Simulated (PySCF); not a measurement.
H₆Se, SMILES [SeH6]. Atoms are numbered in the order given.

```xyz
7

Se     0.0000     0.0000     0.0000
H      0.0000     1.5613     0.0000
H      0.0000    -1.5613     0.0000
H     -1.5613     0.0000     0.0000
H      1.5613     0.0000     0.0000
H      0.0000     0.0000     1.5613
H      0.0000     0.0000    -1.5613
```

The structure is a stationary point at B3LYP-D3(BJ)/def2-TZVP.

Two levels are set side by side: PBE/pcSseg-2 (PySCF) and KT2/pcSseg-2 (PySCF). GIAO shifts against Me2Se (⁷⁷Se), TMS (¹H) at the same level; non-relativistic, no solvent, atoms listed together averaged. Differences are taken from unrounded values.

```json
[
 {"quantity": "δ(⁷⁷Se) of Se1 (ppm)", "KT2": "-269.5"},
 {"quantity": "δ(¹H) of H2, H3, H4, H5, H6, H7 (ppm)", "KT2": "11.61"}
]
```

### Question
What does PBE give, and how far is it from KT2? (The exact figures need the calculation; the answer reports its results.)

### Answer

| quantity | PBE | PBE minus KT2 |
|---|---|---|
| δ(⁷⁷Se) of Se1 (ppm) | -282.2 | -12.6 |
| δ(¹H) of H2, H3, H4, H5, H6, H7 (ppm) | 11.76 | 0.16 |

Rough cost on one machine, each run with all the roots and properties that it gave: KT2 against PBE within a factor of 2.
